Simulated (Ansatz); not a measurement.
`[SiH3]C[NH][GaH2]` + H₂ → `C[NH][GaH2]` + SiH₄  (hydrogenolysis of a C–Si bond)

Gas-phase electronic energies from Ansatz, PBE0-D4/def2-TZVP geometries. CCSD(T)/CBS adds triple-zeta CCSD(T) − MP2 to the extrapolated MP2 energy (def2 sets, frozen cores). This one scheme is used for every species. Functionals use def2-TZVPP. For Ga outer-core shells are correlated without core-valence functions, which leaves a few kJ/mol of doubt a bond. Scalar relativity is left out up to krypton. Each species was taken in one conformer, which may not be the lowest.

| level | ΔE (kcal/mol) |
| --- | --- |
| PBE-D4 | -6.7 |
| BHLYP-D4 | -9.4 |
| CAM-B3LYP-D4 | -9.2 |
| MP2/def2-TZVPP | -7.2 |

Task: What does CCSD(T)/CBS give? (Best estimate.)

Result: The calculation gave: -7.8 kcal/mol. The listed levels differ from it by 1.1, -1.6, -1.4, 0.6 kcal/mol.

Largest T1 diagnostic among the species: 0.015.

Leaving LDA and LC-ωPBE aside and taking each functional with its dispersion term where it has one, the values, not all of them listed here, spread over 4.1 kcal/mol, from B2PLYP to revPBE-D4. LDA lies +1.6 kcal/mol from PBE without D4. From PBE to PBE0 (25 % exact exchange), in def2-TZVPP and without D4, ΔE moves by −0.9 kcal/mol. In def2-TZVPP, CCSD(T) changes the Hartree–Fock value by +6.2 kcal/mol (the triples alone add +1.2 kcal/mol) and MP2 by +7.6 kcal/mol.

CCSD(T)/CBS has its own doubt, a few kJ/mol and more with outer-core shells, so smaller differences from it don't rank the levels.
